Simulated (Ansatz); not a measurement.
Ansatz (a first-principles code) input (CCSD(T)/def2-SVPD):

Ansatz 0.2 input:
```yaml
crystal:
  periodic: [false, false, false]
  atoms:
    - {symbol: Mn, position_ang: [-0.00000000, -0.00000000, -0.91190951]}
    - {symbol: Cl, position_ang: [0.00000000, 0.00000000, 1.34104340]}
basis:
  gaussian:
    orbitals: def2-SVPD
magnetization: {spin_polarized: true, initial_magnetization: 6}
correlation: {method: ccsd_t, electrons: outside_noble_gas}
output: {forces: true}
```

End of the output:

```
cycle   1  -6.28430903 eV  change   -6.1e-4 eV  update   6.1e-4
cycle   2  -6.28462076 eV  change   -3.1e-4 eV  update   4.2e-4
cycle   3  -6.28480993 eV  change   -1.9e-4 eV  update   2.0e-4
cycle   4  -6.28479452 eV  change    1.5e-5 eV  update   6.7e-5
cycle   5  -6.28484829 eV  change   -5.4e-5 eV  update   2.2e-5
cycle   6  -6.28487657 eV  change   -2.8e-5 eV  update   1.1e-5
cycle   7  -6.28487057 eV  change    6.0e-6 eV  update   5.4e-6
cycle   8  -6.28486711 eV  change    3.5e-6 eV  update   2.3e-6
cycle   9  -6.28486717 eV  change   -6.6e-8 eV  update   9.4e-7
perturbative correction -0.15031706 eV, -0.0055240502 hartree
the calculation of the forces begins
Total energy: -43793.45123826 eV, -1609.3796487385 hartree
Atom 0 at    -0.000000    -0.000000    -0.911910 Å, force    -0.000000    -0.000000    -0.678142 eV/Å
Atom 1 at     0.000000     0.000000     1.341043 Å, force     0.000000    -0.000000     0.678142 eV/Å
Dipole moment:    -0.000000    -0.000000    -0.662915 e Å
```

The spin state was set by rule; other spins were not relaxed.
